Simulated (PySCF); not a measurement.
Order these species by their calculated properties.

Species are written as SMILES; each is one conformer at its optimised geometry, gas phase, non-relativistic unless stated. Electronic properties by PySCF.

The conformers computed, where there is a choice (atom-mapped SMILES and torsion angles):
- `[O:1]=[CH:2][NH:3][SiH:4]1[CH2:5][SiH2:6][CH2:7]1`: O1–C2–N3–Si4 0°, C2–N3–Si4–C5 -170°
- `[CH3:1][O:2][Si@@:3]([SiH3:4])([PH2:5])[O:6][SiH3:7]`: C1–O2–Si3–Si4 54°, O2–Si3–O6–Si7 -57°, H–P5–Si3–O2 -87°, H–P5–Si3–O2 180°
- `[SiH3:1][NH:2][CH2:3][CH:4]([SiH3:5])[SiH3:6]`: Si1–N2–C3–C4 151°, N2–C3–C4–Si5 -177°
- `[CH3:1][O:2][Si@H:3]([O:4][SiH3:5])[SiH2:6][PH2:7]`: C1–O2–Si3–O4 -48°, O2–Si3–O4–Si5 -67°, O2–Si3–Si6–P7 51°, H–P7–Si6–Si3 -55°, H–P7–Si6–Si3 -148°
- `[CH3:1][CH2:2][c:3]1[cH:4][c:5]([Cl:6])[s:7][n:8]1`: C1–C2–C3–C4 -73°

The conformers of `CO[Si@@H]([SiH2]O)[SiH2]P`, `[SiH3]O[SiH2]OC[SiH2]P` and `O[Si@@H]([SiH3])OC[SiH2]P` aren't listed.

Question: Rank by HOMO energy, highest first (B3LYP/def2-SVPD at GFN2-xTB geometries).
A. `O=CN[SiH]1C[SiH2]C1`
B. `CO[Si@@]([SiH3])(P)O[SiH3]`
C. `[SiH3]NCC([SiH3])[SiH3]`
D. `[SiH2]([Si@H](OC)[SiH2]P)O`

Answer: C (-6.73 eV), B (-7.00 eV), D (-7.34 eV), A (-7.51 eV).

Question: Rank by electronic spatial extent ⟨r²⟩ about the centre of nuclear charge, highest first (B3LYP/def2-SVPD at GFN2-xTB geometries).
A. `[SiH3]NCC([SiH3])[SiH3]`
B. `CO[Si@H](O[SiH3])[SiH2]P`
C. `C(C)c1nsc(c1)Cl`
D. `CO[Si@@]([SiH3])(P)O[SiH3]`

Answer: B (1985 bohr²), D (1875 bohr²), A (1667 bohr²), C (1547 bohr²).

Question: Rank by static isotropic polarisability, lowest first (B3LYP/def2-SVPD at GFN2-xTB geometries).
A. `[SiH3]O[SiH2]OC[SiH2]P`
B. `O[Si@@H]([SiH3])OC[SiH2]P`
C. `[SiH3]O[Si@@]([SiH3])(OC)P`
D. `CO[Si@@H]([SiH2]O)[SiH2]P`
E. `[SiH3]C([SiH3])CN[SiH3]`
F. `O([SiH3])[Si@@H](OC)[SiH2]P`

Answer: E (115.2 au), A (123.7 au), F (126.1 au), C (128.4 au), B (130.8 au), D (133.4 au).

Q: Give the two extremes of that set as polarisability volumes in Å³.

A: `[SiH3]NCC([SiH3])[SiH3]`: 17.07 Å³; `CO[Si@@H]([SiH2]O)[SiH2]P`: 19.77 Å³.

Question: Rank by lowest triplet excitation (Tamm–Dancoff), lowest first (TDA B3LYP/def2-SVPD at GFN2-xTB geometries).
A. `O([SiH3])[Si@](P)(OC)[SiH3]`
B. `O[Si@@H]([SiH3])OC[SiH2]P`
C. `[SiH2](O)[Si@H](OC)[SiH2]P`
D. `CCc1cc(Cl)sn1`
E. `O=CN[SiH]1C[SiH2]C1`

Answer: D (3.84 eV), C (4.48 eV), A (4.89 eV), E (5.13 eV), B (5.58 eV).

Q: Give the two extremes of that set in kJ/mol.

A: `CCc1cc(Cl)sn1`: 370 kJ/mol; `O[Si@@H]([SiH3])OC[SiH2]P`: 538 kJ/mol.

Question: Rank by lowest singlet excitation, lowest first (TDDFT B3LYP/def2-SVPD at GFN2-xTB geometries).
A. `[SiH3]O[SiH2]OC[SiH2]P`
B. `CO[Si@@]([SiH3])(P)O[SiH3]`
C. `CO[Si@@H]([SiH2]O)[SiH2]P`
D. `c1(snc(CC)c1)Cl`
E. `C1[SiH](NC=O)C[SiH2]1`
F. `O[Si@@H]([SiH3])OC[SiH2]P`

Answer: C (5.00 eV), D (5.38 eV), E (5.60 eV), B (5.72 eV), F (5.86 eV), A (6.31 eV).

Question: Rank by HOMO–LUMO gap, lowest first (B3LYP/def2-SVPD at GFN2-xTB geometries).
A. `CO[Si@@]([SiH3])(P)O[SiH3]`
B. `[SiH3]NCC([SiH3])[SiH3]`
C. `O=CN[SiH]1C[SiH2]C1`
D. `CCC1=NSC(Cl)=C1`
E. `[SiH3]O[SiH2]OC[SiH2]P`

Answer: D (5.86 eV), A (6.42 eV), B (6.60 eV), E (6.97 eV), C (7.17 eV).

Q: Give the two extremes of that set in kcal/mol.

A: `CCc1cc(Cl)sn1`: 135 kcal/mol; `O=CN[SiH]1C[SiH2]C1`: 165 kcal/mol.
